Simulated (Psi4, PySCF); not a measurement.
PySCF was given this input:
```python
from pyscf import gto, scf, cc

mol = gto.M(
    atom='''
C    -0.01927668    0.75112854    0.00090995
O    -0.01945091   -0.71002909    0.07309383
H    -1.05393514    1.08479565    0.06211764
H     0.89956319   -1.05604335    0.06619891
H     0.52546643    1.12435414    0.86667889
H     0.43988827    1.11244731   -0.91822338
H    -0.53971541   -1.09209225   -0.66698245
''',
    basis='6-31g*',
    charge=1,
    verbose=4,
)

mf = scf.RHF(mol)
mf.kernel()

mycc = cc.CCSD(mf, frozen=2)
mycc.kernel()
et = mycc.ccsd_t()
print('E(CCSD(T)) = %.10f' % (mycc.e_tot + et))
```

Write the same job for Psi4.

This is not unique; one that fits is 
```
memory 2 GB

molecule {
1 1
  C    -0.01927668    0.75112854    0.00090995
  O    -0.01945091   -0.71002909    0.07309383
  H    -1.05393514    1.08479565    0.06211764
  H     0.89956319   -1.05604335    0.06619891
  H     0.52546643    1.12435414    0.86667889
  H     0.43988827    1.11244731   -0.91822338
  H    -0.53971541   -1.09209225   -0.66698245
}

set basis 6-31g*
set freeze_core true
set mp2_type conv
set scf_type pk
set puream true
set d_convergence 1e-8

energy('ccsd(t)')
print_variables()
```

Both were run: PySCF gave -115.668961 Eh and Psi4 -115.668961 Eh, 0.000 mEh apart.
